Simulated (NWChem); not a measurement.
System: C2H4F2OSi; SMILES O[SiH2]/C(F)=C\F

The following NWChem deck was run.

```
start job
memory heap 200 mb stack 900 mb global 1100 mb
geometry units angstroms noautosym nocenter noautoz
  O     -0.027555     2.365005     0.000000
  Si    -0.844620     0.917842     0.000000
  C      0.519805    -0.397497     0.000000
  F      1.778633     0.097178     0.000000
  C      0.371321    -1.722130     0.000000
  F     -0.851113    -2.247099     0.000000
  H      0.931670     2.272602     0.000000
  H     -1.697679     0.775910     1.212571
  H     -1.697679     0.775910    -1.212571
  H      1.183950    -2.454556     0.000000
end
basis spherical
  * library sto-3g
end
dft
  xc hfexch
  iterations 150
end
property
  shielding 9 1 2 3 4 5 6 7 8 10
end
task dft property
```

STO-3G and 3-21G are far too small for this property and stand as cheap habits. All runs use the structure optimised with PBE0/def2-SVP.

GIAO values for the isolated, static molecule; σ is the absolute isotropic shielding, δ = σ(reference) − σ with the isolated reference molecule computed at the same levels (13C: tetramethylsilane, 19F: trichlorofluoromethane, 1H: tetramethylsilane, 17O: water, 29Si: tetramethylsilane).

Atoms are numbered as in the input.

### Question
Predict the main results of this run. (Hartree-Fock/STO-3G, GIAO.) Quantities: δ O1 (ppm); δ Si2 (ppm); δ C3 (ppm); δ F4 (ppm); δ C5 (ppm); δ F6 (ppm); δ H10 (ppm).

### Answer
```
Property      Value
-----------  ------
δ O1 (ppm)   -104.0
δ Si2 (ppm)   -33.3
δ C3 (ppm)    133.5
δ F4 (ppm)    -31.0
δ C5 (ppm)    130.9
δ F6 (ppm)    -26.0
δ H10 (ppm)    6.10
```
